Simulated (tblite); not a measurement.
Compound: C4H11FOSi2.
Cartesian coordinates in Å at the GFN2-xTB level; atoms count from 1:
```xyz
19
C4H11FOSi2 angstrom
O      0.1573    2.5249    0.4869
Si    -0.6345    1.3760   -0.3445
C     -1.7621    0.2591    0.7161
C     -0.9984   -1.0533    0.8202
F     -0.0214   -0.9214    1.8026
C     -0.3207   -1.3401   -0.5142
C      0.4258   -0.0805   -0.9835
Si     2.2454   -0.0464   -0.4102
H      0.7091    2.3005    1.2331
H     -1.3430    2.1730   -1.3360
H     -1.9757    0.6450    1.7110
H     -2.7170    0.0681    0.2319
H     -1.6241   -1.8916    1.1527
H      0.3441   -2.2007   -0.4170
H     -1.1087   -1.5993   -1.2252
H      0.4495   -0.0838   -2.0755
H      2.9126    1.0710   -1.0844
H      2.3780    0.1202    1.0371
H      2.8740   -1.3112   -0.8086
```

Level: GFN2-xTB in tblite, geometry and Hessian alike; calculated harmonic values, unscaled, isolated species. Errors from tens to a few hundred cm⁻¹ against measured bands are possible. Modes of hydrogen on silicon can be 10 to 20 % off. One conformer, not necessarily the lowest.

Harmonic wavenumbers (cm⁻¹): 35.3, 95.8, 126.5, 136.5, 204.3, 242.7, 261.1, 302.6, 353.0, 363.3, 464.5, 510.6, 549.8, 571.5, 631.1, 651.1, 681.5, 744.6, 771.0, 778.7, 793.6, 797.8, 808.9, 816.3, 885.6, 917.2, 942.3, 976.8, 1036.3, 1075.1, 1099.5, 1142.5, 1188.7, 1206.8, 1242.0, 1291.6, 1310.4, 1322.8, 1469.0, 1483.0, 2227.8, 2245.8, 2269.6, 2329.5, 2903.8, 2944.9, 2963.3, 2978.4, 3012.1, 3023.5, 3646.3.

A = 1579, B = 1424, C = 1021 MHz; mass 150.033 u (most abundant isotopes); point group C1, symmetry number 1.

Problem. What is the zero-point energy?

Solution. Half the sum of the wavenumbers: 30413 cm⁻¹ = 363.83 kJ/mol.

Problem. What is S at 273.15 K and 1 bar for an ideal gas of classical rigid rotors and harmonic oscillators?

Solution. Translation 169.53, rotation 121.61, vibration 114.06: S = 405.2 J/(mol K).

Problem. And Cp and H(273.15 K) − H(0)?

Solution. Cp = 164.60 J/(mol K), of which vibrations give 131.34 (their classical limit is 51 R = 424.0); H(273.15 K) − H(0) = 26.14 kJ/mol without the zero-point energy, 17.05 from vibrations.

Problem. What must be added to the electronic energy to get the Gibbs energy at 273.15 K and 1 bar?

Solution. ZPE + [H(273.15 K) − H(0)] − T·S = 363.83 + 26.14 − 110.68 = 279.29 kJ/mol.

Problem. Which modes carry the vibrational entropy at 273.15 K?

Solution. 35.3 cm⁻¹: 22.31; 95.8 cm⁻¹: 14.09; 126.5 cm⁻¹: 11.84; 136.5 cm⁻¹: 11.23; 204.3 cm⁻¹: 8.09; 242.7 cm⁻¹: 6.82 J/(mol K); the other 45 give 39.67 together.

Problem. Blend soft modes into free rotors: weight 1/[1 + (100 cm⁻¹/ν̃)⁴] for the oscillator and the rest for a rotor with moment μB/(μ + B), μ = h/(8π²ν), B = 10⁻⁴⁴ kg m². What vibrational entropy results?

Solution. 106.08 J/(mol K) in place of 114.06, which changes −T·S at 273.15 K by +2.18 kJ/mol.

Problem. How do the functions run with temperature in this model?

Solution. 
| T (K) | S (J/(mol K)) | Cp (J/(mol K)) | H − H(0) (kJ/mol) | G − H(0) (kJ/mol) | ln q(vib) |
| --- | --- | --- | --- | --- | --- |
| 100 | 291.7 | 77.4 | 5.33 | -23.84 | 1.68 |
| 200 | 360.1 | 126.6 | 15.48 | -56.54 | 4.23 |
| 300 | 421.3 | 178.1 | 30.74 | -95.64 | 6.95 |
| 500 | 532.5 | 258.4 | 74.98 | -191.27 | 12.58 |
| 800 | 670.7 | 328.2 | 164.02 | -372.56 | 20.70 |
| 1000 | 747.3 | 357.5 | 232.75 | -514.54 | 25.68 |

q(vib) and H(0) count from the zero-point level.

Hindered rotation and anharmonicity are outside this model. Other conformers, if any are populated, would add a mixing term that is left out. The structure is chiral; the term R ln 2 for an equal mix with its mirror image is left out.
